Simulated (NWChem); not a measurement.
A series in which one site is exchanged, each optimised at PBE0/def2-SVP with NWChem, gas phase unless a solvent is named. All stand in one matching conformer (torsions within 35°), which need not be the lowest. Low-valent species are run as closed-shell singlets; no triplet was tried in these runs. For some, no frequency run checked for a minimum. def2 effective core potentials on Sn, Pb; no spin-orbit coupling.

A: [Pb]([NH2])[F] (PbNH2F; site = Pb)
B: [NH2][Ge][F] (GeNH₂F; site = Ge)
C: [NH2][Sn][F] (SnNH$_{2}$F; site = Sn)
D: N[Si]F (SiNH₂F; site = Si)

Values for A:

```
Item                                                Result
--------------------------------------------------  ------
dipole (D), PBE0/def2-SVP                             3.55
orbital gap (eV), PBE0/def2-SVP                       5.13
static polarisability, PBE/def2-SVPD (bohr³)          53.8
lowest singlet excitation, PBE/def2-SVPD, TDA (eV)    4.41
```

Q: How do these values change for the other members?

A: 
```json
[
 {"change from A": "dipole (D), PBE0/def2-SVP", "B": "-0.93", "C": "-0.67", "D": "-0.97"},
 {"change from A": "orbital gap (eV), PBE0/def2-SVP", "B": "+1.14", "C": "+0.50", "D": "+1.01"},
 {"change from A": "static polarisability, PBE/def2-SVPD (bohr³)", "B": "-11.3", "C": "-1.7", "D": "-13.1"},
 {"change from A": "lowest singlet excitation, PBE/def2-SVPD, TDA (eV)", "B": "+0.87", "C": "+0.38", "D": "+1.01"}
]
```
